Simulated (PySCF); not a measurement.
Löwdin shares of the frontier orbitals

Species: RuO3(NH) (singlet state).
Geometry (PBE0-D3(BJ)/def2-SVP, Å), atoms numbered from 1 in this order:
```
atom  x, y, z in Å
Ru1    0.2103    0.3706    0.1487
O2     0.2061    0.3830    1.8220
O3     1.7891    0.3794   -0.4042
O4    -0.5877    1.7262   -0.4218
N5    -0.5666   -1.0153   -0.4064
H6    -1.0512   -1.8439   -0.7383
```

Computed, not measured: PySCF, TDDFT wB97X-D/def2-SVPD, vertical, gas phase, core orbitals frozen in the response, def2 core potentials past Kr. Spin–orbit coupling is left out.

Kohn–Sham orbitals with the atoms that hold most of them (Löwdin shares over 4%, at most four atoms):

```csv
orbital,ε (eV),atoms
HOMO-3,-12.37,"O3 28%, O2 27%, O4 26%, Ru1 10%"
HOMO-2,-11.64,"O3 33%, O2 33%, O4 33%"
HOMO-1,-11.11,"N5 42%, O2 25%, O4 25%"
HOMO,-11.10,"N5 42%, O3 34%, O4 9%, O2 8%"
LUMO,-2.71,"Ru1 43%, N5 16%, O3 14%, O4 13%"
LUMO+1,-2.71,"Ru1 43%, N5 16%, O2 14%, O4 12%"
LUMO+2,-1.13,"Ru1 43%, N5 14%, O3 12%, O2 11%"
```

Within 0.005 eV of a neighbour in this list lie HOMO-1/HOMO and LUMO/LUMO+1 (point group found: C3v); within a degenerate set the shares of single atoms can hang on how the components are chosen.

The HOMO–LUMO gap is 8.39 eV. Where does the response calculation put the lowest singlet, and from which orbitals?

S1 is at 2.70 eV (f = 0.0000), 5.69 eV below the gap, made of HOMO-1/HOMO→LUMO/LUMO+1 (≥88%). 

For S1 the Löwdin share of ruthenium is at most 7% in HOMO and 43% in LUMO.

Next come S2 at 2.99 eV (f 0.0011), HOMO-1/HOMO→LUMO/LUMO+1 (≥85%); S3 at 2.99 eV (f 0.0010), HOMO-1/HOMO→LUMO/LUMO+1 (≥85%); S4 at 3.71 eV (f 0.0036), HOMO-2→LUMO/LUMO+1 (≥69%), HOMO-4→LUMO/LUMO+1 (≥12%); S5 at 3.71 eV (f 0.0035), HOMO-2→LUMO/LUMO+1 (≥68%), HOMO-3→LUMO/LUMO+1 (≥12%).

Orbitals of the list HOMO-3 to LUMO+2 that lie within 0.01 eV of each other are written together with a slash and their weights summed (≥ marks a lower bound); for degenerate orbitals outside that list single weights are arbitrary.
